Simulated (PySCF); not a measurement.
## $^{33}$S chemical shifts

- σ from GIAO-PBE0/pcSseg-1
- GFN2-xTB geometry
- run in PySCF 2.14
- no relativistic terms, fast rotation and ring inversion assumed for equivalent nuclei, single conformer, gas phase

Shieldings were converted by a linear fit to measured shifts: $^{33}$S: δ = 158.28 − 0.937σ (rms 33.3 ppm, 20 shifts vs sulfate, solution or neat liquid). Occasional misses reach two or three times the rms, and more in compound classes unlike the fitted ones.

**Question.** Give the $^{33}$S shifts of `C=C(C)[SiH2][SiH2]S[SiH3]`, `CS[C@@H]1C[Si@H]([SiH3])[SiH2]1`, `C=CSC[SiH]([SiH3])[SiH3]`.

**Answer.** 
```json
{"compound": "C=C(C)[SiH2][SiH2]S[SiH3]", "environment": "sulfur bonded to 2 Si", "δ (ppm)": "-637"}
{"compound": "CS[C@@H]1C[Si@H]([SiH3])[SiH2]1", "environment": "sulfide sulfur", "δ (ppm)": "-273"}
{"compound": "C=CSC[SiH]([SiH3])[SiH3]", "environment": "sulfide sulfur", "δ (ppm)": "-281"}
```

**Question.** Match the shifts 493, -273, -580, -650 ppm to `CS[C@@H]1C[Si@@H]([SiH3])[SiH2]1`, `C=CC[SiH2][SiH2]S[SiH3]`, `CC(=S)C[SiH]([SiH3])[SiH3]`, `[SiH3]/C=C(/[SiH3])O[SiH2]S[SiH3]`.

**Answer.** 493: CC(=S)C[SiH]([SiH3])[SiH3] (thione sulfur); -273: CS[C@@H]1C[Si@@H]([SiH3])[SiH2]1 (sulfide sulfur); -580: [SiH3]/C=C(/[SiH3])O[SiH2]S[SiH3] (sulfur bonded to 2 Si); -650: C=CC[SiH2][SiH2]S[SiH3] (sulfur bonded to 2 Si).
